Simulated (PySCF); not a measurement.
Zinc: a sound run and one with changed settings

Sound run: Zn [Ar] 3d10 4s2, Zn⁺ [Ar] 3d10 4s1. All numbers are calculated (PySCF 2.14, scalar relativity through the core potential, in aug-cc-pVDZ-PP with ECP10MDF). The sound run starts from symmetry-adapted Hartree-Fock orbitals and uses a fine grid where one is needed.

Changed run: radial step 0.8 in ln r (0.13 in the sound run). This setting is unsound on purpose.

```csv
species,method,sound run (hartree),changed run (hartree),converged
Zn,UHF,-225.95257,-225.95257,yes
Zn,TPSS,-227.03429,-226.74840,yes
Zn,r2SCAN,-226.99127,-226.82824,yes
Zn⁺,UHF,-225.66323,-225.66323,yes
Zn⁺,TPSS,-226.68630,-226.39164,yes
Zn⁺,r2SCAN,-226.63987,-226.46909,yes
```

Ionisation energy of Zn:

```json
{"method": "UHF", "sound run (eV)": "7.873", "changed run (eV)": "7.873"}
{"method": "TPSS", "sound run (eV)": "9.469", "changed run (eV)": "9.708"}
{"method": "r2SCAN", "sound run (eV)": "9.562", "changed run (eV)": "9.773"}
```

A coarse radial grid mis-integrates the density and the exchange-correlation energy, with errors of either sign; Hartree-Fock needs no grid.

For comparison, NIST gives 9.394 eV between the lowest levels.
